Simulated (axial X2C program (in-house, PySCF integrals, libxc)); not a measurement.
**Spin–orbit effects down a group: molecules with In, MP2**

All values come from calculations with an axial X2C code built on PySCF integrals, spin-free (one-electron X2C) or two-component (2c: spin–orbit coupling with atomic mean-field Coulomb and Gaunt terms, which also bring small scalar terms), in Dyall basis sets with cores contracted in-house; open shells are unrestricted.

Basis sets: Br dyall-cv3z, Cl dyall-av3z, F dyall-av3z, I dyall-cv3z, In dyall-cv3z. Frozen shells (counts by l): InF In 4s3p1d, F 1s, 20 electrons correlated; InCl In 4s3p1d, Cl 2s1p, 20 electrons correlated; InBr In 4s3p1d, Br 3s2p1d, 20 electrons correlated; InI I 4s3p2d, In 4s3p2d, 10 electrons correlated. Where the outer core of a metal is frozen, bonds come out longer and ionisation energies lower. Frozen cores can differ along the series, which adds to the trend.

| molecule | spin-free state | Re (Å) | ωe (cm⁻¹) | De (eV) | 2c state | Re 2c (Å) | ωe 2c (cm⁻¹) | De 2c (eV) |
| --- | --- | --- | --- | --- | --- | --- | --- | --- |
| InF | M_S = 0, Λ = 0 | 1.995 | 523.9 | 5.85 | Ω = 0 | 1.996 | 523.7 | 5.70 |
| InCl | M_S = 0, Λ = 0 | 2.411 | 312.2 | 4.68 | Ω = 0 | 2.412 | 312.1 | 4.51 |
| InBr | M_S = 0, Λ = 0 | 2.550 | 222.1 | 4.16 | Ω = 0 | 2.551 | 221.9 | 3.89 |
| InI | M_S = 0, Λ = 0 | 2.796 | 174.3 | 3.61 | Ω = 0 | 2.798 | 173.8 | 3.19 |

Each entry is the lowest single determinant of a limited PBE0 search at one distance. De goes to single-determinant-based atoms at the same level (for ions the charge split of lowest energy) and is withheld (n/a) where an atom does not fit its ground term or J level. Main or longest-lived isotopes.
